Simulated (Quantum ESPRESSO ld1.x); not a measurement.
Results of a calculation; reference values are marked as such.
All-electron atom: V in [Ar] 3d3 4s2. Code: ld1.x of Quantum ESPRESSO 7.5. Model: scalar-relativistic Kohn-Sham, LDA (Slater exchange, VWN5 correlation), spin-polarised, spherical densities, point nucleus; open shells are filled with parallel spins first.

Unscreened Slater integrals over Kohn-Sham orbitals (eV). They are taken over the spin-up orbitals. Empty in this configuration: 4p.

integral,value
"F0(4s,4s)",7.5584
"F0(4s,3d)",9.4621
"G2(4s,3d)",1.4577
"F0(4s,3p)",9.8127
"G1(4s,3p)",0.57929
"F0(4s,3s)",9.8645
"G0(4s,3s)",0.40608
"F0(4s,4p)",6.2795
"G1(4s,4p)",3.8166
"F0(3d,3d)",18.122
"F2(3d,3d)",8.1162
"F4(3d,3d)",5.0003
"F0(3d,3p)",20.669
"F2(3d,3p)",9.4980
"G1(3d,3p)",11.809
"G3(3d,3p)",7.0654
"F0(3d,3s)",21.227
"G2(3d,3s)",8.8607
"F0(3d,4p)",7.1907
"F2(3d,4p)",1.5475
"G1(3d,4p)",0.80056
"G3(3d,4p)",0.60251
"F0(3p,3p)",24.195
"F2(3p,3p)",12.079
"F0(3p,3s)",24.961
"G1(3p,3s)",16.529
"F0(3p,4p)",7.3540
"F2(3p,4p)",1.0702
"G0(3p,4p)",0.24873
"G2(3p,4p)",0.28062
"F0(3s,3s)",25.807
"F0(3s,4p)",7.3794
"G1(3s,4p)",0.29275
"F0(4p,4p)",5.4990
"F2(4p,4p)",2.7999

Derived for the open shells (J is the average intra-shell exchange parameter used in DFT+U). 3d: Racah B = F2/49 - 5 F4/441 = 0.1089 eV, C = 35 F4/441 = 0.3968 eV, C/B = 3.64, F4/F2 = 0.616, J = (F2 + F4)/14 = 0.9369 eV.
